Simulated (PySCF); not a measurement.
## Assigning NMR signals

Bonds (- single, = double, # triple, : aromatic): C1=C2, C2-C3, C2-C4, C4-O5, O5-C6, C6-F7, C6-F8, C4-C9, C9-Si10, Si10-C4. C1 carries H11, H12; C3 carries H13, H14, H15; C6 carries H16; C9 carries H17, H18; Si10 carries H19, H20. Stereochemistry as in C=C(C)[C@]1(OC(F)F)C[SiH2]1. H12 is cis to C3; H17, H19 are pro-R; H18, H20 are pro-S; H11 is trans to C3.

- shielding tensors at PBE0/pcSseg-1 (GIAO)
- structure optimised with GFN2-xTB
- code: PySCF 2.14
- rapidly exchanging positions averaged, no solvent, single conformer, non-relativistic Hamiltonian

Chemical shifts δ = σref − σ; ¹³C, ¹H vs TMS, all at this level.

Problem. Assign these signals to the numbered atoms. ¹³C{¹H} NMR (computed): δ 156.7 (C), 127.8 (CH), 108.3 (CH2), 71.7 (C), 25.1 (CH3), 12.0 (CH2).

Solution. 
```tsv
δ (ppm)	atoms	environment	reason
156.7	C2	fully substituted alkene carbon	the olefinic region
127.8	C6	sp3 CH bonded to 2 F and O	3 electronegative neighbours deshield it
108.3	C1	terminal =CH2 carbon	as expected for a trigonal carbon in a double bond
71.7	C4	three-membered-ring carbon	deshielded by the electronegative neighbour
25.1	C3	allylic methyl carbon	a saturated carbon with 1 carbon neighbour and no heteroatom attached
12.0	C9	three-membered-ring carbon	carbons of three-membered rings are unusually shielded
```

Problem. Assign these signals to the numbered atoms. ¹H NMR (400 MHz, computed): δ 6.31 (m, 1H), 4.87 (br s, 1H), 4.37 (br s, 1H), 3.48 (m, 1H), 2.64 (m, 1H), 2.31 (s, 3H), 1.62 (m, 1H), 1.37 (m, 1H).

Solution. 
| δ (ppm) | atoms | environment | reason |
| --- | --- | --- | --- |
| 6.31 | H16 | hydrogen on an sp3 CH bonded to 2 F and O | its carbon carries F and O, an electronegative neighbour |
| 4.87 | H12 | hydrogen on a terminal =CH2 carbon | attached to an sp2 carbon and in the plane of the double bond |
| 4.37 | H11 | hydrogen on a terminal =CH2 carbon | – |
| 3.48 | H19 | hydrogen on a silicon bonded to 2 C, in a 3-membered ring | – |
| 2.64 | H20 | hydrogen on a silicon bonded to 2 C, in a 3-membered ring | – |
| 2.31 | H13/H14/H15 | hydrogen on an allylic methyl carbon | allylic position |
| 1.62 | H17 | hydrogen on a three-membered-ring carbon | – |
| 1.37 | H18 | hydrogen on a three-membered-ring carbon | cyclopropane-type protons are shielded by the ring |

Splittings by ¹⁹F in the carbon and heteronuclear signals aren't shown, as no couplings were computed. Shifts are as computed. Against solution values, carbons near 30 ppm lie about +3 ppm off and those near 130 ppm about +5 ppm. Of 1309 compounds with measured shifts, 239 miss one by over three times the rms of a fit or turn the order of signals round; such compounds aren't used in these exercises. Multiplicities follow the n + 1 count of equivalent neighbours, as no J values were calculated; m marks all less simple cases, F and P coupling included.
